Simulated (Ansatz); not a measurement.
Method: PBE0-D3(BJ)/def2-SVP (Ansatz, an electronic-structure program). No frequencies were computed at this level.

Ansatz 0.2 input:
```yaml
crystal:
  periodic: [false, false, false]
  atoms:
    - { symbol: B, position_ang: [-2.706452, 0.507494, -0.288882] }
    - { symbol: C, position_ang: [-1.266364, 0.262919, 0.285177] }
    - { symbol: C, position_ang: [-0.188355, 1.326708, -0.05445] }
    - { symbol: C, position_ang: [0.955222, 0.499905, -0.646205] }
    - { symbol: C, position_ang: [0.195753, -0.612794, -1.370596] }
    - { symbol: C, position_ang: [-0.571796, -1.051234, -0.123343] }
    - { symbol: C, position_ang: [0.570869, -1.343537, 0.857559] }
    - { symbol: C, position_ang: [1.639598, -0.308767, 0.462855] }
    - { symbol: S, position_ang: [2.179333, 0.673591, 1.91484] }
    - { symbol: H, position_ang: [-3.403476, -0.397383, -0.539902] }
    - { symbol: H, position_ang: [-3.104106, 1.598671, -0.42408] }
    - { symbol: H, position_ang: [-1.426063, 0.249492, 1.373105] }
    - { symbol: H, position_ang: [0.133553, 1.886844, 0.822486] }
    - { symbol: H, position_ang: [-0.554376, 2.039097, -0.794042] }
    - { symbol: H, position_ang: [1.654458, 1.083337, -1.246122] }
    - { symbol: H, position_ang: [-0.455236, -0.235241, -2.157181] }
    - { symbol: H, position_ang: [0.847794, -1.387335, -1.773057] }
    - { symbol: H, position_ang: [-1.255693, -1.888117, -0.249194] }
    - { symbol: H, position_ang: [0.950583, -2.358745, 0.734113] }
    - { symbol: H, position_ang: [0.262129, -1.225501, 1.896514] }
    - { symbol: H, position_ang: [2.541895, -0.793475, 0.082021] }
    - { symbol: H, position_ang: [3.000733, 1.474072, 1.238383] }
basis:
  gaussian: { orbitals: def2-svp }
hamiltonian:
  xc: pbe0
  dispersion: d3bj
relax:
  max_steps: 150
```

Output:

```
Functional definition: PBE0
2236 factors; integrals over basis functions are off by at most 3.3e-4 eV
mean field evaluation 1: about -18949.2433 eV, gradient 6.2e1 eV
mean field evaluation 2: about -18939.1988 eV, gradient 9.1e1 eV
mean field evaluation 4: about -18959.1168 eV, gradient 3.0e0 eV
mean field evaluation 8: about -18959.2005 eV, gradient 3.5e-2 eV
mean field evaluation 16: about -18959.2005 eV, gradient 5.4e-6 eV
mean field -18959.20047885 eV, -696.7377665902 hartree, gradient 5.5e-6 eV, S^2 0.000000; 0 other end points of the search recorded, 0 dependent functions left out
reference -18959.20051209 eV, -696.7377678115 hartree; 38, 38 occupied and 157, 157 virtual orbitals, 2236 factors
relax step   1: F+E_penalty+E_count = -18959.81934174 eV  Δ(F+E_penalty+E_count) = +0.000e0 eV  max|allowed force component| = 1.295e0 eV/Å  Δτ_max = 0.0000 Å  (28 SCF iters, accepted)
these checks for a lower state are left out or cut short: starts, cluster_reference, orbital_swaps, neighbouring_geometries, increment
2236 factors; integrals over basis functions are off by at most 3.8e-4 eV
mean field -18959.29475416 eV, -696.7412311438 hartree, gradient 2.0e-5 eV, S^2 0.000000; 0 other end points of the search recorded, 0 dependent functions left out
reference -18959.29478756 eV, -696.7412323714 hartree; 38, 38 occupied and 157, 157 virtual orbitals, 2236 factors
relax step   2: F+E_penalty+E_count = -18959.90900987 eV  Δ(F+E_penalty+E_count) = -8.967e-2 eV  max|allowed force component| = 4.523e-1 eV/Å  Δτ_max = 0.0807 Å  (29 SCF iters, accepted)
these checks for a lower state are left out or cut short: starts, cluster_reference, orbital_swaps, neighbouring_geometries, increment
2236 factors; integrals over basis functions are off by at most 4.0e-4 eV
mean field -18959.30739958 eV, -696.7416958544 hartree, gradient 1.6e-5 eV, S^2 0.000000; 0 other end points of the search recorded, 0 dependent functions left out
reference -18959.30743306 eV, -696.7416970849 hartree; 38, 38 occupied and 157, 157 virtual orbitals, 2236 factors
relax step   3: F+E_penalty+E_count = -18959.92143447 eV  Δ(F+E_penalty+E_count) = -1.242e-2 eV  max|allowed force component| = 1.480e-1 eV/Å  Δτ_max = 0.0473 Å  (30 SCF iters, accepted)
these checks for a lower state are left out or cut short: starts, cluster_reference, orbital_swaps, neighbouring_geometries, increment
2236 factors; integrals over basis functions are off by at most 4.0e-4 eV
mean field evaluation 32: about -18959.2448 eV, gradient 7.5e-1 eV
mean field -18959.30976734 eV, -696.7417828679 hartree, gradient 1.2e-5 eV, S^2 0.000000; 0 other end points of the search recorded, 0 dependent functions left out
reference -18959.30980082 eV, -696.7417840984 hartree; 38, 38 occupied and 157, 157 virtual orbitals, 2236 factors
relax step   4: F+E_penalty+E_count = -18959.92342183 eV  Δ(F+E_penalty+E_count) = -1.987e-3 eV  max|allowed force component| = 8.977e-2 eV/Å  Δτ_max = 0.0165 Å  (26 SCF iters, accepted)
these checks for a lower state are left out or cut short: starts, cluster_reference, orbital_swaps, neighbouring_geometries, increment
2236 factors; integrals over basis functions are off by at most 4.0e-4 eV
mean field -18959.31096141 eV, -696.7418267492 hartree, gradient 1.8e-5 eV, S^2 0.000000; 0 other end points of the search recorded, 0 dependent functions left out
reference -18959.31099488 eV, -696.7418279794 hartree; 38, 38 occupied and 157, 157 virtual orbitals, 2236 factors
relax step   5: F+E_penalty+E_count = -18959.92461984 eV  Δ(F+E_penalty+E_count) = -1.198e-3 eV  max|allowed force component| = 3.711e-2 eV/Å  Δτ_max = 0.0162 Å  (25 SCF iters, accepted)
these checks for a lower state are left out or cut short: starts, cluster_reference, orbital_swaps, neighbouring_geometries, increment
2236 factors; integrals over basis functions are off by at most 4.0e-4 eV
mean field -18959.31105743 eV, -696.7418302780 hartree, gradient 1.5e-5 eV, S^2 0.000000; 0 other end points of the search recorded, 0 dependent functions left out
reference -18959.31109095 eV, -696.7418315099 hartree; 38, 38 occupied and 157, 157 virtual orbitals, 2236 factors
relax step   6: F+E_penalty+E_count = -18959.92441409 eV  Δ(F+E_penalty+E_count) = +2.058e-4 eV  max|allowed force component| = 8.419e-2 eV/Å  Δτ_max = 0.0252 Å  (30 SCF iters, rejected (line search))
these checks for a lower state are left out or cut short: starts, cluster_reference, orbital_swaps, neighbouring_geometries, increment
2236 factors; integrals over basis functions are off by at most 4.0e-4 eV
mean field -18959.31141594 eV, -696.7418434528 hartree, gradient 1.4e-5 eV, S^2 0.000000; 0 other end points of the search recorded, 0 dependent functions left out
reference -18959.31144941 eV, -696.7418446829 hartree; 38, 38 occupied and 157, 157 virtual orbitals, 2236 factors
relax step   7: F+E_penalty+E_count = -18959.92511019 eV  Δ(F+E_penalty+E_count) = -4.904e-4 eV  max|allowed force component| = 1.334e-2 eV/Å  Δτ_max = 0.0122 Å  (25 SCF iters, accepted)
these checks for a lower state are left out or cut short: starts, cluster_reference, orbital_swaps, neighbouring_geometries, increment
2236 factors; integrals over basis functions are off by at most 4.0e-4 eV
mean field -18959.31225613 eV, -696.7418743295 hartree, gradient 1.5e-5 eV, S^2 0.000000; 0 other end points of the search recorded, 0 dependent functions left out
reference -18959.31228962 eV, -696.7418755600 hartree; 38, 38 occupied and 157, 157 virtual orbitals, 2236 factors
relax step   8: F+E_penalty+E_count = -18959.92567906 eV  Δ(F+E_penalty+E_count) = -5.689e-4 eV  max|allowed force component| = 9.010e-3 eV/Å  Δτ_max = 0.0279 Å  (30 SCF iters, accepted)
these checks for a lower state are left out or cut short: starts, cluster_reference, orbital_swaps, neighbouring_geometries, increment
2236 factors; integrals over basis functions are off by at most 4.0e-4 eV
mean field evaluation 64: about -18959.2481 eV, gradient 5.8e-1 eV
mean field -18959.31252159 eV, -696.7418840848 hartree, gradient 2.5e-5 eV, S^2 0.000000; 0 other end points of the search recorded, 0 dependent functions left out
reference -18959.31255508 eV, -696.7418853156 hartree; 38, 38 occupied and 157, 157 virtual orbitals, 2236 factors
relax step   9: F+E_penalty+E_count = -18959.92583120 eV  Δ(F+E_penalty+E_count) = -1.521e-4 eV  max|allowed force component| = 8.115e-3 eV/Å  Δτ_max = 0.0185 Å  (24 SCF iters, accepted)
these checks for a lower state are left out or cut short: starts, cluster_reference, orbital_swaps, neighbouring_geometries, increment
2236 factors; integrals over basis functions are off by at most 4.0e-4 eV
mean field -18959.31254356 eV, -696.7418848920 hartree, gradient 9.7e-6 eV, S^2 0.000000; 0 other end points of the search recorded, 0 dependent functions left out
reference -18959.31257705 eV, -696.7418861230 hartree; 38, 38 occupied and 157, 157 virtual orbitals, 2236 factors
relax step  10: F+E_penalty+E_count = -18959.92589692 eV  Δ(F+E_penalty+E_count) = -6.572e-5 eV  max|allowed force component| = 7.751e-3 eV/Å  Δτ_max = 0.0121 Å  (25 SCF iters, accepted)
these checks for a lower state are left out or cut short: starts, cluster_reference, orbital_swaps, neighbouring_geometries, increment
2236 factors; integrals over basis functions are off by at most 4.0e-4 eV
mean field -18959.31257349 eV, -696.7418859922 hartree, gradient 8.9e-6 eV, S^2 0.000000; 0 other end points of the search recorded, 0 dependent functions left out
reference -18959.31260701 eV, -696.7418872238 hartree; 38, 38 occupied and 157, 157 virtual orbitals, 2236 factors
relax step  11: F+E_penalty+E_count = -18959.92597615 eV  Δ(F+E_penalty+E_count) = -7.922e-5 eV  max|allowed force component| = 5.444e-3 eV/Å  Δτ_max = 0.0231 Å  (25 SCF iters, accepted)
2236 factors; integrals over basis functions are off by at most 4.0e-4 eV
mean field evaluation 96: about -18959.3126 eV, gradient 2.9e-4 eV
mean field -18959.31257349 eV, -696.7418859922 hartree, gradient 8.9e-6 eV, S^2 0.000000; 1 other end points of the search recorded, 0 dependent functions left out
reference -18959.31260701 eV, -696.7418872238 hartree; 38, 38 occupied and 157, 157 virtual orbitals, 2236 factors
Total energy: -18959.92600966 eV, -696.7644293555 hartree
Atom 0 at    -2.720450     0.502583    -0.218275 Å, force     0.002198    -0.000502     0.001915 eV/Å
Atom 1 at    -1.256612     0.267796     0.236583 Å, force    -0.004526     0.001411    -0.001758 eV/Å
Atom 2 at    -0.193093     1.347241    -0.118071 Å, force     0.003433     0.003130    -0.000818 eV/Å
Atom 3 at     0.968805     0.511427    -0.660437 Å, force     0.000066     0.005305     0.000424 eV/Å
Atom 4 at     0.232676    -0.623244    -1.387156 Å, force    -0.000557     0.001675     0.002813 eV/Å
Atom 5 at    -0.563844    -1.055592    -0.148696 Å, force    -0.000370    -0.005444     0.001375 eV/Å
Atom 6 at     0.562728    -1.341095     0.853766 Å, force     0.000024    -0.000659     0.001227 eV/Å
Atom 7 at     1.638963    -0.286438     0.476103 Å, force     0.001515    -0.001832    -0.003077 eV/Å
Atom 8 at     2.153162     0.641214     1.955187 Å, force    -0.000027     0.000785    -0.002709 eV/Å
Atom 9 at    -3.461752    -0.428191    -0.451703 Å, force     0.000157     0.000514     0.000505 eV/Å
Atom 10 at    -3.169966     1.627453    -0.259442 Å, force    -0.000660     0.002195    -0.003568 eV/Å
Atom 11 at    -1.450466     0.277136     1.338644 Å, force     0.001942    -0.002610     0.000314 eV/Å
Atom 12 at     0.113906     1.948832     0.749164 Å, force    -0.000912    -0.001002    -0.001619 eV/Å
Atom 13 at    -0.558250     2.039087    -0.893050 Å, force    -0.000885    -0.001364     0.000767 eV/Å
Atom 14 at     1.690087     1.086191    -1.260189 Å, force     0.000182     0.000567     0.000216 eV/Å
Atom 15 at    -0.401502    -0.265000    -2.213903 Å, force     0.000608     0.000563     0.002084 eV/Å
Atom 16 at     0.904551    -1.407528    -1.771221 Å, force     0.000520     0.000249     0.002071 eV/Å
Atom 17 at    -1.259337    -1.895224    -0.286825 Å, force    -0.001159    -0.000186     0.001463 eV/Å
Atom 18 at     0.962461    -2.360067     0.740863 Å, force     0.000775     0.000408    -0.001218 eV/Å
Atom 19 at     0.222192    -1.240640     1.896664 Å, force     0.000266    -0.001261    -0.002222 eV/Å
Atom 20 at     2.531839    -0.789464     0.076608 Å, force    -0.000376    -0.000181     0.001844 eV/Å
Atom 21 at     3.053904     1.443524     1.345388 Å, force    -0.002215    -0.001763    -0.000030 eV/Å
Dipole moment:     0.156346    -0.075590    -0.257853 e Å
```

Cost: around 6 core-minutes (rough).
